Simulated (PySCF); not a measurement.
Gas-phase reaction: 2 InCl₃.NH₃ + 2 InHCl₂ ⇌ 4 InH₂Cl + N₂ + 3 Cl₂

Computed with PySCF and rigid-rotor harmonic-oscillator thermochemistry at 1 bar. † marks an energy on the PBE0/def2-TZVP geometry and frequencies. MP2 freezes the core. All species are closed-shell singlets. In: scalar-relativistic def2 core potential, no spin-orbit coupling. Adducts (InCl₃.NH₃) have no counterpoise correction, and HF, PBE, BLYP, B3LYP and PBE0 lack dispersion. InCl₃.NH₃, InHCl₂, InH₂Cl: computed as isolated molecules; such fragments, hydroxides, amides, oligomers or adducts are transient or little studied in the gas. MP2 isn't extrapolated to the basis-set limit; its ΔH°(298 K) is 1575.3 kJ in def2-SVP and 1514.2 kJ in def2-TZVPP. The harmonic model lacks anharmonicity and excited electronic states, which grow with temperature; levels with a mode under 35 cm⁻¹ are left out. Soft modes under 120 cm⁻¹ make the harmonic entropy rough for InCl₃.NH₃, InHCl₂.

ΔH° and ΔS° at 298 K: HF/def2-TZVP† 1445 kJ, 521 J/K; MP2/def2-SVP† 1575 kJ, 521 J/K; MP2/def2-TZVPP† 1514 kJ, 521 J/K; PBE0/def2-QZVP† 1429 kJ, 521 J/K; ωB97M-V/def2-TZVP† 1427 kJ, 521 J/K.

**Question.** With the heat capacities included, give log10 K (1 bar) at 500, 800, 1400, 2000, 2500 K from HF/def2-TZVP†, MP2/def2-SVP†, MP2/def2-TZVPP†, PBE0/def2-QZVP†, ωB97M-V/def2-TZVP†.

**Answer.** 
```json
[
 {"T (K)": "500", "HF/def2-TZVP†": "-123.9", "MP2/def2-SVP†": "-137.5", "MP2/def2-TZVPP†": "-131.1", "PBE0/def2-QZVP†": "-122.2", "ωB97M-V/def2-TZVP†": "-122.0"},
 {"T (K)": "800", "HF/def2-TZVP†": "-67.5", "MP2/def2-SVP†": "-76.0", "MP2/def2-TZVPP†": "-72.0", "PBE0/def2-QZVP†": "-66.4", "ωB97M-V/def2-TZVP†": "-66.3"},
 {"T (K)": "1400", "HF/def2-TZVP†": "-27.5", "MP2/def2-SVP†": "-32.3", "MP2/def2-TZVPP†": "-30.0", "PBE0/def2-QZVP†": "-26.8", "ωB97M-V/def2-TZVP†": "-26.8"},
 {"T (K)": "2000", "HF/def2-TZVP†": "-11.6", "MP2/def2-SVP†": "-15.0", "MP2/def2-TZVPP†": "-13.4", "PBE0/def2-QZVP†": "-11.2", "ωB97M-V/def2-TZVP†": "-11.1"},
 {"T (K)": "2500", "HF/def2-TZVP†": "-4.3", "MP2/def2-SVP†": "-7.0", "MP2/def2-TZVPP†": "-5.8", "PBE0/def2-QZVP†": "-4.0", "ωB97M-V/def2-TZVP†": "-3.9"}
]
```
